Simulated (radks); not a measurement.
Values are calculated unless marked as measured or tabulated.
Problem. Ionisation of Si, [Ne] 3s2 3p2, to Si+, [Ne] 3s2 3p1, under several functionals. Scalar-relativistic Kohn-Sham, spin-polarised, spherical densities, finite nucleus; open shells are filled with parallel spins first; a radial shooting solver on a logarithmic mesh with Libxc functionals. The NIST Atomic Spectra Database gives 8.152 eV (measured). Rank these functionals by the error of their Delta-SCF ionisation energy: exchange-only LDA; SOGGA; TASK exchange with Perdew-Wang LDA correlation; OLYP; BLYP; exchange-only B88; exchange-only r2SCAN.

Solution. From best to worst: SOGGA 8.172 eV (+0.021); OLYP 8.103 eV (-0.049); BLYP 8.000 eV (-0.152); exchange-only r2SCAN 7.831 eV (-0.321); TASK exchange with Perdew-Wang LDA correlation 8.634 eV (+0.483); exchange-only B88 7.631 eV (-0.520); exchange-only LDA 7.433 eV (-0.719). Open shells are spherical and high-spin; term and fine-structure splittings are not resolved.
